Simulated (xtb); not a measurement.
ZnFBr, SMILES [Br][Zn][F]. All values are semi-empirical tight-binding results from xtb (GFN2-xTB unless named), good for trends rather than for accurate numbers. Coordinates come from a GFN2-xTB optimisation.

Optimised geometry:

```xyz
3

Zn    -0.3791     0.8730     0.0000
F      0.8086     2.0875     0.0000
Br     0.1170    -1.2851     0.0000
```
Charge 0, spin multiplicity 1.

For metal compounds this method's bond lengths and energies can be far off.

| Item | Result |
|---|---|
| point group as xtb finds it | Cs |
| orbital gap | 3.21 eV |
| zero-point energy | 1.1 kcal/mol |
| G − E(el) at 298.15 K (modified RRHO) | -17.4 kcal/mol |

Computed atomic charges and the Wiberg bond orders between heavy atoms:
charges (e) Zn1 0.35, F2 -0.32, Br3 -0.03. Bond orders Zn1–F2 0.90, Zn1–Br3 1.12.
